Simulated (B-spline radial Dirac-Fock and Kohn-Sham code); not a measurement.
# EELS cross sections of the Mg L2 (2p1/2) edge

System: atomic magnesium, configuration [Ne] 3s2. Level of theory: the first Born approximation with generalised oscillator strengths from a Dirac-Hartree-Slater potential (longitudinal and transverse terms; continuum final states only, so no white lines or fine structure); an atomic code on a B-spline grid. The edge is taken at 55.45 eV (orbital energy of the model).

Partial cross sections σ(β, Δ) in barn, integrated over a window Δ above the edge and up to the collection semi-angle β, for parallel illumination:

| E₀ (kV) | β (mrad) | Δ = 25 eV | Δ = 50 eV | Δ = 100 eV | Δ = 200 eV | Δ = 300 eV |
| --- | --- | --- | --- | --- | --- | --- |
| 60 | 10 | 39600 | 72500 | 100000 | 112000 | 114000 |
| 60 | 20 | 46800 | 87400 | 123000 | 140000 | 144000 |
| 80 | 5 | 27100 | 49100 | 66800 | 74000 | 75200 |
| 80 | 10 | 34100 | 62900 | 87300 | 98100 | 100000 |
| 80 | 20 | 39300 | 73600 | 105000 | 120000 | 123000 |
| 100 | 10 | 30500 | 56400 | 78700 | 88700 | 90700 |
| 100 | 100 | 35800 | 67900 | 99500 | 118000 | 124000 |
| 120 | 10 | 27900 | 51800 | 72500 | 82000 | 83800 |
| 120 | 100 | ? | ? | ? | ? | ? |
| 200 | 5 | 19300 | 35500 | 49300 | 55400 | 56600 |
| 200 | 20 | 23700 | 45000 | 65300 | 76000 | 78500 |
| 200 | 50 | 24000 | 45600 | 66700 | 79100 | 82800 |
| 300 | 50 | 20100 | 38200 | 55900 | 66300 | 69300 |
| 300 | 100 | 20100 | 38200 | 55900 | 66300 | 69300 |

**Question.** Give the row for 120 kV and 100 mrad.

**Answer.** 31900 b for 25 eV, 60600 b for 50 eV, 88700 b for 100 eV, 105000 b for 200 eV, 110000 b for 300 eV.

Values without a named source are computed, but for edge energies of neutral atoms, which are taken from tables.
